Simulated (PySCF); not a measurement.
Al(Me)(OH)2 (CH5AlO2), SMILES [CH3][Al]([OH])[OH].

The structure is a stationary point at PBE-D3(BJ)/def2-SVP. The isomer is the one that the SMILES or the coordinates give; other isomers of the formula were not compared. One conformer was computed; it need not be the lowest.

Two levels are set side by side: TDDFT-PBE/def2-SVPD (PySCF) and TDDFT-PBE0/def2-SVPD (PySCF). Vertical, same geometry. The lowest singlet is HOMO→LUMO 100 % with PBE and HOMO−1→LUMO 97 % with the other functional; states are paired by order. Differences are taken from unrounded values.

```csv
quantity,TDDFT-PBE
lowest singlet excitation (eV),5.99
lowest triplet excitation (TDA) (eV),5.79
first bright state (f over 0.05) (eV),6.31
its oscillator strength,0.10
```

### Question
These are the TDDFT-PBE values. What does TDDFT-PBE0 give? (The exact figures need the calculation; the answer reports its results.)

### Answer

```
quantity                               TDDFT-PBE0  TDDFT-PBE minus TDDFT-PBE0
-------------------------------------  ----------  --------------------------
lowest singlet excitation (eV)               6.91                       -0.92
lowest triplet excitation (TDA) (eV)         6.51                       -0.72
first bright state (f over 0.05) (eV)        7.07                       -0.77
its oscillator strength                      0.13                       -0.03
```

Functionals without exact exchange tend to place singlet excitations lower, as here. Differences between two approximate levels are no errors against the true value.

Rough cost on one machine, each run with all the roots and properties that it gave: TDDFT-PBE0 against TDDFT-PBE about 4 times.
